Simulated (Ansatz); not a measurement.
C$_{2}$H$_{4}$BClO (`BC(=O)CCl`), relaxed with RKS PBE-D4/def2-SVP in the Gaussian-basis code of Ansatz from a rough embedded geometry. The force threshold is 0.03 eV/Å; the program also tests the step.

Charge 0, multiplicity 1.

Start:

```xyz
9

B    -1.109   -0.867   -0.572
C    -0.456    0.304    0.242
O    -1.151    0.960    0.963
C     0.929    0.610    0.145
Cl    1.898   -0.324    1.361
H    -2.221   -1.173   -0.440
H    -0.404   -1.582   -1.225
H     1.356    0.356   -0.855
H     1.157    1.717    0.380
```

Task: By how much does the energy fall, and how many steps does the optimiser take? (An estimate is asked.)

Result: The calculation gave: 92.80 kJ/mol, in 19 steps, 1 of them rejected.

Task: Which bonds change most? (Best estimate.)

Result: The calculation gave: C2–C4 from 1.422 to 1.545 Å; B1–H6 from 1.160 to 1.216 Å; C4–H9 from 1.154 to 1.108 Å; B1–C2 from 1.569 to 1.598 Å.

Task: Give the relaxed structure. (Best estimate.)

Result: Computed: 
```xyz
9

B    -0.864   -1.009   -0.242
C    -0.540    0.555   -0.171
O    -1.263    1.507   -0.402
C     0.933    0.711    0.267
Cl    1.385   -1.054    0.442
H    -1.457   -1.532    0.682
H    -0.846   -1.566   -1.323
H     1.586    1.174   -0.499
H     1.065    1.215    1.245
```
